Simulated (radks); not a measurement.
Question: In XXIX, configuration [Ar] 3d3. All-electron calculation, Dirac Kohn-Sham, LDA (Slater exchange, Perdew-Wang correlation), spin-unpolarised, spherical densities, finite nucleus; open shells are shared between the two j in proportion to 2j + 1; Fermi nuclear charge, rms radius 4.6156 fm. Program: a radial shooting solver on a logarithmic mesh with Libxc functionals. Some entries of the table are withheld. Estimate them.

| orbital | occ. | eigenvalue (eV) | r(max) (bohr) | <1/r> (bohr^-1) |
|---|---|---|---|---|
| 1s1/2 | 2 | (1) | 0.01924 | 51.80 |
| 2s1/2 | 2 | -5386.464 | 0.1086 | 12.06 |
| 2p1/2 | 2 | (2) | 0.08365 | 12.03 |
| 2p3/2 | 4 | (3) | 0.08804 | 11.25 |
| 3s1/2 | 2 | -1850.135 | 0.3027 | 4.596 |
| 3p1/2 | 2 | (4) | (5) | 4.530 |
| 3p3/2 | 4 | (6) | (7) | 4.334 |
| 3d3/2 | 1.2 | (8) | 0.2355 | 4.209 |
| 3d5/2 | 1.8 | (9) | 0.2379 | 4.159 |

Answer: 
(1) 1s1/2 eigenvalue (eV): -28963.73
(2) 2p1/2 eigenvalue (eV): -5117.793
(3) 2p3/2 eigenvalue (eV): -4905.023
(4) 3p1/2 eigenvalue (eV): -1747.945
(5) 3p1/2 r(max) (bohr): 0.2870
(6) 3p3/2 eigenvalue (eV): -1701.354
(7) 3p3/2 r(max) (bohr): 0.2957
(8) 3d3/2 eigenvalue (eV): -1536.328
(9) 3d5/2 eigenvalue (eV): -1525.895
